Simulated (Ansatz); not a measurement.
Mulliken charges of F$_{3}$H$_{2}$O$_{2}$Ta (`[OH][Ta]([OH])([F])([F])[F]`) from r2SCAN/def2-TZVPP in Ansatz (PBE0-D4/def2-TZVP geometry).

| atom | x (Å) | y (Å) | z (Å) | charge (e) |
| --- | --- | --- | --- | --- |
| O1 | -1.021 | -1.072 | -0.826 | -0.387 |
| Ta2 | -0.132 | 0.440 | -0.144 | 1.319 |
| O3 | 1.075 | -0.552 | 0.907 | -0.438 |
| F4 | -1.246 | 1.598 | -1.127 | -0.325 |
| F5 | 1.293 | 1.109 | -1.156 | -0.301 |
| F6 | -0.850 | 1.213 | 1.401 | -0.301 |
| H7 | -0.804 | -1.981 | -0.607 | 0.226 |
| H8 | 1.778 | -0.811 | 1.496 | 0.207 |

Q: By hand: the dipole of these point charges (1 e Å = 4.8032 D).

A: Σ q r = (0.208, -0.597, 0.197) e Å, of length 0.662 e Å = 3.18 D.

Q: How does the dipole of the full density compare? (Best estimate.)

A: The calculation gave: (0.403, -0.740, 0.366) e Å, 4.41 D; the point charges give 0.72 times that, at 11° from its direction.

Point charges leave out the atoms' own dipoles, such as those of lone pairs, and Mulliken's split depends on the basis, so the two needn't agree.
